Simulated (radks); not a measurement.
Ho, configuration [Xe] 4f11 6s2. Method: Dirac Kohn-Sham, LDA (Slater exchange, Perdew-Wang correlation), spin-unpolarised, spherical densities, point nucleus; open shells fill j = l - 1/2 first; computed with a radial shooting solver on a logarithmic mesh with Libxc functionals.

Normalised radial functions P(r) = r R(r) (large component), r in bohr:

r,5p1/2,6s1/2
0.002579,0.0110,0.0272
0.003524,0.0165,0.0331
0.004814,0.0249,0.0391
0.006577,0.0379,0.0441
0.008913,0.0568,0.0464
0.01218,0.0848,0.0435
0.01664,0.1226,0.0320
0.02273,0.1680,0.0094
0.03105,0.2105,-0.0232
0.04208,0.2266,-0.0565
0.05749,0.1819,-0.0734
0.07853,0.0453,-0.0499
0.1073,-0.1615,0.0198
0.1454,-0.3153,0.0923
0.1986,-0.2463,0.0913
0.2714,0.1010,-0.0223
0.3708,0.4497,-0.1441
0.5065,0.3732,-0.1034
0.6865,-0.1642,0.0949
0.9378,-0.7581,0.2493
1.281,-0.9544,0.1632
1.75,-0.7270,-0.1302
2.391,-0.3665,-0.4295
3.241,-0.1242,-0.5583
4.427,-0.0246,-0.4831
6.048,-0.0025,-0.2852
8.263,-0.0001,-0.1080
11.29,0.0000,-0.0237

5p1/2: eigenvalue -29.584 eV, 3 radial nodes at r = 0.0846, 0.252, 0.635 bohr, <r> = 1.45 bohr, 90 % of the charge inside 2.14 bohr. 6s1/2: eigenvalue -3.941 eV, 5 radial nodes at r = 0.0251, 0.0995, 0.259, 0.602, 1.55 bohr, <r> = 4.01 bohr, 90 % of the charge inside 5.97 bohr.
